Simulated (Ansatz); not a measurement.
A series at Si: from `O[SiH](O)N[SiH](O)Cl`, ligands are replaced one by one, each step taking up H₂ and setting free H₂O; n counts the steps. Ansatz, PBE0-D4/def2-TZVP geometries. Each molecule was computed in one conformer, which needn't be the lowest.

```json
{"n": "0", "molecule": "`O[SiH](O)N[SiH](O)Cl`", "HOMO energy, ωB97M-V/def2-TZVPP (eV)": "-10.65"}
{"n": "1", "molecule": "`O[SiH2]N[SiH](O)Cl`", "HOMO energy, ωB97M-V/def2-TZVPP (eV)": "-10.26"}
{"n": "2", "molecule": "`O[SiH2]N[SiH2]Cl`", "HOMO energy, ωB97M-V/def2-TZVPP (eV)": "-10.59"}
{"n": "3", "molecule": "`[SiH3]N[SiH2]Cl`", "HOMO energy, ωB97M-V/def2-TZVPP (eV)": "?"}
```

Q: By hand: fit a straight line y = ȳ + b (n − n̄) to the 3 given rows and predict n = 3.

A: n̄ = 1.000, ȳ = -10.500; Σ(n − n̄)(y − ȳ) = 0.060, Σ(n − n̄)² = 2.000, so b = 0.030 eV a step. Prediction: -10.500 + (0.030) × (2.000) = -10.44 eV.

Q: By hand: compare with the computed value, -10.31 eV, and give the steps along the whole series.

A: The line misses by 0.13 eV (computed minus predicted). Steps: 0.39, -0.33, 0.28 eV.

The steps change sign along the series, so a line is a poor guide. The highest orbital can change its character along such a series. The miss is 33.3 % of the series' range.
